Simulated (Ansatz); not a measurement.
Ansatz (a quantum-chemistry and plane-wave program) input (B3LYP-D3(BJ)/def2-TZVP):

Ansatz 0.2 input:
```yaml
crystal:
  periodic: [false, false, false]
  atoms:
    - {symbol: Si, position_ang: [-0.19642967, 0.59215240, -0.11292448]}
    - {symbol: F, position_ang: [-0.15444654, 1.85132496, 0.88401474]}
    - {symbol: F, position_ang: [-0.22234550, 1.31613837, -1.54672542]}
    - {symbol: C, position_ang: [-1.74681505, -0.36554105, 0.13829326]}
    - {symbol: C, position_ang: [1.43779912, -0.34828154, 0.05108532]}
    - {symbol: H, position_ang: [-2.15514768, -0.54765737, 1.11601142]}
    - {symbol: H, position_ang: [-2.22569188, -0.89942008, -0.66172988]}
    - {symbol: H, position_ang: [1.55077054, -0.78157694, 1.04036599]}
    - {symbol: H, position_ang: [1.50915387, -1.15386633, -0.67333056]}
    - {symbol: H, position_ang: [2.27651474, 0.32371436, -0.11566646]}
basis:
  gaussian:
    orbitals: def2-TZVP
hamiltonian:
  xc: b3lyp
  dispersion: d3bj
magnetization: {spin_polarized: true, initial_magnetization: 1}
relax: {f_tol: 0.002, max_steps: 150}
```

Output:

```
Functional definition: B3LYP
integrals: 0.10 GiB planned
1153 factors; their error is unknown
0.25 GiB of the device are held for the grids
0.98 GiB of device memory are held for the factors and their scratch space
mean field: 0.99 GiB planned
mean field evaluation 1: about -15463.5553 eV, gradient 5.2e1 eV
mean field evaluation 2: about -15459.0967 eV, gradient 6.3e1 eV
mean field evaluation 4: about -15473.9081 eV, gradient 2.7e0 eV
mean field evaluation 8: about -15473.9396 eV, gradient 4.0e-2 eV
mean field evaluation 16: about -15473.9702 eV, gradient 9.8e-5 eV
mean field -15473.97022429 eV, -568.6579171090 hartree, gradient 1.8e-5 eV, S^2 0.753264; 0 other end points of the search recorded, 0 dependent functions left out
the calculation of the forces begins
reference -15473.97048057 eV, -568.6579265271 hartree; 25, 24 occupied and 166, 167 virtual orbitals, 1153 factors
relax step   1: F+E_penalty+E_count = -15474.29169852 eV  Δ(F+E_penalty+E_count) = +0.000e0 eV  max|allowed force component| = 6.726e-1 eV/Å  Δτ_max = 0.0000 Å  (31 SCF iters, accepted)
these checks for a lower state are left out or cut short: starts, cluster_reference, orbital_swaps, neighbouring_geometries, increment
integrals: 0.10 GiB planned
1153 factors; their error is unknown
0.25 GiB of the device are held for the grids
0.98 GiB of device memory are held for the factors and their scratch space
mean field: 0.99 GiB planned
mean field -15474.01197210 eV, -568.6594513125 hartree, gradient 1.3e-5 eV, S^2 0.753300; 0 other end points of the search recorded, 0 dependent functions left out
the calculation of the forces begins
reference -15474.01222671 eV, -568.6594606694 hartree; 25, 24 occupied and 166, 167 virtual orbitals, 1153 factors
relax step   2: F+E_penalty+E_count = -15474.33590232 eV  Δ(F+E_penalty+E_count) = -4.420e-2 eV  max|allowed force component| = 3.158e-1 eV/Å  Δτ_max = 0.0543 Å  (34 SCF iters, accepted)
these checks for a lower state are left out or cut short: starts, cluster_reference, orbital_swaps, neighbouring_geometries, increment
integrals: 0.10 GiB planned
1153 factors; their error is unknown
0.25 GiB of the device are held for the grids
0.98 GiB of device memory are held for the factors and their scratch space
mean field: 0.99 GiB planned
mean field evaluation 32: about -15474.0230 eV, gradient 1.7e-5 eV
mean field -15474.02304753 eV, -568.6598583271 hartree, gradient 1.7e-5 eV, S^2 0.753287; 0 other end points of the search recorded, 0 dependent functions left out
the calculation of the forces begins
reference -15474.02330180 eV, -568.6598676713 hartree; 25, 24 occupied and 166, 167 virtual orbitals, 1153 factors
relax step   3: F+E_penalty+E_count = -15474.34867756 eV  Δ(F+E_penalty+E_count) = -1.278e-2 eV  max|allowed force component| = 2.241e-1 eV/Å  Δτ_max = 0.0253 Å  (33 SCF iters, accepted)
these checks for a lower state are left out or cut short: starts, cluster_reference, orbital_swaps, neighbouring_geometries, increment
integrals: 0.10 GiB planned
1153 factors; their error is unknown
0.25 GiB of the device are held for the grids
0.99 GiB of device memory are held for the factors and their scratch space
mean field: 0.99 GiB planned
mean field -15474.02108498 eV, -568.6597862049 hartree, gradient 1.8e-5 eV, S^2 0.753294; 0 other end points of the search recorded, 0 dependent functions left out
the calculation of the forces begins
reference -15474.02133963 eV, -568.6597955629 hartree; 25, 24 occupied and 166, 167 virtual orbitals, 1153 factors
relax step   4: F+E_penalty+E_count = -15474.34664508 eV  Δ(F+E_penalty+E_count) = +2.032e-3 eV  max|allowed force component| = 5.287e-1 eV/Å  Δτ_max = 0.0171 Å  (33 SCF iters, rejected (line search))
these checks for a lower state are left out or cut short: starts, cluster_reference, orbital_swaps, neighbouring_geometries, increment
integrals: 0.10 GiB planned
1153 factors; their error is unknown
0.25 GiB of the device are held for the grids
0.98 GiB of device memory are held for the factors and their scratch space
mean field: 0.99 GiB planned
mean field -15474.02494854 eV, -568.6599281879 hartree, gradient 1.7e-5 eV, S^2 0.753280; 0 other end points of the search recorded, 0 dependent functions left out
the calculation of the forces begins
reference -15474.02520287 eV, -568.6599375346 hartree; 25, 24 occupied and 166, 167 virtual orbitals, 1153 factors
relax step   5: F+E_penalty+E_count = -15474.35054026 eV  Δ(F+E_penalty+E_count) = -1.863e-3 eV  max|allowed force component| = 2.586e-2 eV/Å  Δτ_max = 0.0081 Å  (34 SCF iters, accepted)
these checks for a lower state are left out or cut short: starts, cluster_reference, orbital_swaps, neighbouring_geometries, increment
integrals: 0.10 GiB planned
1153 factors; their error is unknown
0.25 GiB of the device are held for the grids
0.98 GiB of device memory are held for the factors and their scratch space
mean field: 0.99 GiB planned
mean field -15474.02542743 eV, -568.6599457870 hartree, gradient 1.7e-5 eV, S^2 0.753274; 0 other end points of the search recorded, 0 dependent functions left out
the calculation of the forces begins
reference -15474.02568172 eV, -568.6599551319 hartree; 25, 24 occupied and 166, 167 virtual orbitals, 1153 factors
relax step   6: F+E_penalty+E_count = -15474.35085868 eV  Δ(F+E_penalty+E_count) = -3.184e-4 eV  max|allowed force component| = 1.229e-2 eV/Å  Δτ_max = 0.0087 Å  (34 SCF iters, accepted)
these checks for a lower state are left out or cut short: starts, cluster_reference, orbital_swaps, neighbouring_geometries, increment
integrals: 0.10 GiB planned
1153 factors; their error is unknown
0.25 GiB of the device are held for the grids
0.98 GiB of device memory are held for the factors and their scratch space
mean field: 0.99 GiB planned
mean field -15474.02547404 eV, -568.6599474999 hartree, gradient 2.0e-5 eV, S^2 0.753273; 0 other end points of the search recorded, 0 dependent functions left out
the calculation of the forces begins
reference -15474.02572830 eV, -568.6599568436 hartree; 25, 24 occupied and 166, 167 virtual orbitals, 1153 factors
relax step   7: F+E_penalty+E_count = -15474.35087775 eV  Δ(F+E_penalty+E_count) = -1.907e-5 eV  max|allowed force component| = 3.069e-3 eV/Å  Δτ_max = 0.0026 Å  (25 SCF iters, accepted)
these checks for a lower state are left out or cut short: starts, cluster_reference, orbital_swaps, neighbouring_geometries, increment
integrals: 0.10 GiB planned
1153 factors; their error is unknown
0.25 GiB of the device are held for the grids
0.98 GiB of device memory are held for the factors and their scratch space
mean field: 0.99 GiB planned
mean field evaluation 64: about -15474.0255 eV, gradient 2.0e-5 eV
mean field -15474.02548438 eV, -568.6599478797 hartree, gradient 2.0e-5 eV, S^2 0.753273; 0 other end points of the search recorded, 0 dependent functions left out
the calculation of the forces begins
reference -15474.02573863 eV, -568.6599572233 hartree; 25, 24 occupied and 166, 167 virtual orbitals, 1153 factors
relax step   8: F+E_penalty+E_count = -15474.35087901 eV  Δ(F+E_penalty+E_count) = -1.264e-6 eV  max|allowed force component| = 1.112e-3 eV/Å  Δτ_max = 0.0007 Å  (25 SCF iters, accepted)
integrals: 0.10 GiB planned
1153 factors; their error is unknown
0.25 GiB of the device are held for the grids
0.98 GiB of device memory are held for the factors and their scratch space
mean field: 0.99 GiB planned
mean field -15474.02548438 eV, -568.6599478797 hartree, gradient 2.0e-5 eV, S^2 0.753273; 1 other end points of the search recorded, 0 dependent functions left out
the calculation of the forces begins
reference -15474.02573863 eV, -568.6599572233 hartree; 25, 24 occupied and 166, 167 virtual orbitals, 1153 factors
Total energy: -15474.35113326 eV, -568.6719152555 hartree
Atom 0 at    -0.170701     0.601539    -0.115932 Å, force     0.001112    -0.000128    -0.000056 eV/Å
Atom 1 at    -0.159087     1.808505     0.934512 Å, force    -0.000615     0.000156     0.000281 eV/Å
Atom 2 at    -0.226804     1.256637    -1.574589 Å, force    -0.000597     0.000084    -0.000238 eV/Å
Atom 3 at    -1.694572    -0.376944     0.138732 Å, force    -0.000175     0.000461    -0.000100 eV/Å
Atom 4 at     1.418204    -0.329972     0.047607 Å, force    -0.000073    -0.000367     0.000136 eV/Å
Atom 5 at    -2.135636    -0.524976     1.117793 Å, force     0.000100    -0.000002     0.000105 eV/Å
Atom 6 at    -2.209090    -0.877105    -0.673689 Å, force     0.000228     0.000036    -0.000068 eV/Å
Atom 7 at     1.512301    -0.764056     1.044775 Å, force     0.000135     0.000056     0.000186 eV/Å
Atom 8 at     1.469441    -1.140630    -0.681609 Å, force     0.000234    -0.000180    -0.000202 eV/Å
Atom 9 at     2.269306     0.333988    -0.118206 Å, force    -0.000350    -0.000116    -0.000044 eV/Å
Dipole moment:     0.016146    -0.480267     0.105051 e Å
```

It need not be the lowest isomer of its formula.
